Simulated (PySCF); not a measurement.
# Excitation energy of Mn²⁺ by level of theory

Mn²⁺ [Ar] 3d5 (6S) → Mn²⁺ [Ar] 3d4 4s1 (6D), as a difference of total energies. Calculation: PySCF 2.14, in aug-cc-pVTZ with one added diffuse shell each of s, p, d, f, g type (9s8p6d4f3g, 118 functions); no relativity, point nucleus. Correlated levels: valence: [Ar] frozen. The calculations carry no spin-orbit coupling.

```json
{"method": "UHF", "excitation energy (eV)": "7.682"}
{"method": "LDA", "excitation energy (eV)": "8.102"}
{"method": "PBE", "excitation energy (eV)": "7.929"}
{"method": "PBE0", "excitation energy (eV)": "8.057"}
{"method": "r2SCAN", "excitation energy (eV)": "8.059"}
{"method": "B3LYP", "excitation energy (eV)": "7.864"}
{"method": "PBEsol", "excitation energy (eV)": "8.074"}
{"method": "r2SCAN0", "excitation energy (eV)": "8.116"}
{"method": "MP2 (valence)", "excitation energy (eV)": "8.168"}
{"method": "SCS-MP2 (valence)", "excitation energy (eV)": "7.844"}
```

Question: How much does correlation contribute at MP2 (valence)?

Answer: 8.168 − (7.682) = 0.486 eV, measured against UHF.

A first-order spin-orbit estimate (lowest level to lowest level, LS coupling) adds -0.072 eV.
